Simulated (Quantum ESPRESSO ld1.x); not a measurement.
Q: Radial electron density D(r) = 4 pi r^2 rho(r) of an atom or ion with 16 electrons. Calculated with ld1.x of Quantum ESPRESSO 7.5: scalar-relativistic Kohn-Sham, LDA (Slater exchange, Perdew-Wang correlation), spin-polarised, spherical densities, point nucleus.

| r (bohr) | D(r) (e/bohr) | spin D(r) |
|---|---|---|
| 0.003442 | 1.835 | 0.00112 |
| 0.00441 | 2.833 | 0.00176 |
| 0.005651 | 4.308 | 0.00276 |
| 0.007242 | 6.430 | 0.00435 |
| 0.009207 | 9.260 | 0.00684 |
| 0.0118 | 13.10 | 0.0111 |
| 0.01512 | 17.82 | 0.0189 |
| 0.01937 | 23.09 | 0.0335 |
| 0.02483 | 28.10 | 0.0628 |
| 0.03156 | 31.61 | 0.119 |
| 0.04044 | 32.68 | 0.233 |
| 0.05183 | 30.78 | 0.445 |
| 0.06641 | 27.29 | 0.801 |
| 0.08511 | 25.29 | 1.31 |
| 0.1091 | 27.48 | 1.87 |
| 0.1386 | 32.65 | 2.19 |
| 0.1777 | 35.66 | 1.97 |
| 0.2277 | 30.84 | 1.19 |
| 0.2918 | 19.93 | 0.596 |
| 0.3739 | 11.58 | 1.22 |
| 0.4791 | 10.60 | 2.86 |
| 0.6091 | 11.56 | 3.72 |
| 0.7805 | 8.514 | 2.77 |
| 1 | 3.612 | 1.25 |
| 1.282 | 0.9806 | 0.498 |
| 1.642 | 0.2639 | 0.221 |
| 2.105 | 0.05972 | 0.0584 |
| 2.676 | 0.006288 | 0.00627 |
| 3.429 | 0.0001818 | 0.000182 |

What is the nuclear charge?

A: Z = 27. The innermost maximum, from 1s, lies near gamma/Z bohr with gamma = sqrt(1 - (Z/c)^2) = 0.980, here 0.0363 bohr (found: 0.0389), and its height grows with Z. The density is that of the cobalt ion Co11+ in [He] 2s2 2p5.75 3s2 3p4 4s0.25; the configuration itself is not fixed sharply by these data, and Z only to about a unit. D(r) has 3 maxima, at r = 0.0389, 0.176, 0.590 bohr, and minima at 0.0858, 0.435 bohr, inside which lie 2.12, 10.18 electrons.
